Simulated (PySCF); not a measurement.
Oxygen: a sound run and one with changed settings

Sound run: O²⁺ [He] 2s2 2p2, O³⁺ [He] 2s2 2p1. Calculation: PySCF 2.14, in 6-31G* (3s2p1d, 14 functions); the non-relativistic Hamiltonian (point nucleus). The sound run starts from symmetry-adapted Hartree-Fock orbitals and uses a fine grid where one is needed.

A second run was set up differently.

| species | method | sound run (hartree) | changed run (hartree) | converged |
| --- | --- | --- | --- | --- |
| O²⁺ | UHF | -73.06731 | -73.06699 | no |
| O²⁺ | TPSS | -73.25919 | -73.25919 | no |
| O²⁺ | M06-L | -73.23901 | -73.23898 | no |
| O³⁺ | UHF | -71.05778 | -71.05766 | no |
| O³⁺ | TPSS | -71.22654 | -71.22653 | no |
| O³⁺ | M06-L | -71.21010 | -71.21010 | no |

(1) What was changed?
A. too few SCF iterations
B. a valence shell is frozen
C. radial grid too coarse
D. basis contracted for another Hamiltonian

## Answers

(1) A. It used initial guess atom, at most 3 SCF cycles. The SCF was stopped early; the energies are upper bounds that still move, and correlated levels were skipped or rest on poor orbitals.
